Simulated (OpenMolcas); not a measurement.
An OpenMolcas run meant for Be+ (ANO-RCC-VDZP, X2C; inactive shells 1s; intended active space 1 electron in 8 orbitals (2s 2p 3s 3p)). One step of its input:

```
&CASPT2
Multistate=1 1
Frozen=20 20
IPEA=0.25
Imaginary=0.1
MaxIter=60
WThr=0.0 0.3 0.05
PrWF=0.5
NoMix
```

Lines from the output:

```
|       MOLCAS_SOURCE = <dir>
  |    MOLCAS_STRUCTURE = 0
  |
   --------------------------------------------------------------------------------------
++ ---------   Input file   ---------
>>> COPY JOB001 $Project.JobIph
&CASPT2
Multistate=1 1
Frozen=20 20
IPEA=0.25
Imaginary=0.1
MaxIter=60
WThr=0.0 0.3 0.05
PrWF=0.5
NoMix
-- ----------------------------------
>>> COPY JOB001 a.JobIph
*** symbolic link created: INPORB -> a.RasOrb
--- Start Module: caspt2 at  ---
()()()()()()()()()()()()()()()()()()()()()()()()()()()()()()()()()()()()()()()()()()()()()()()()()()
                                              &CASPT2
                                   only a single process is used
                       available to each process: 2.3 GB of memory, 1 thread
()()()()()()()()()()()()()()()()()()()()()()()()()()()()()()()()()()()()()()()()()()()()()()()()()()
 ###    WARNING: User changed nr of frozen orbitals.                         ###
 ###    ERROR: Too many frozen orbitals!                                     ###
--- Stop Module: caspt2 at  /rc=_RC_INPUT_ERROR_ ---
.####################.
.# User input error #.
.####################.
```

**Question.** What is wrong with the input?

**Answer.** More orbitals are frozen than there are inactive ones.
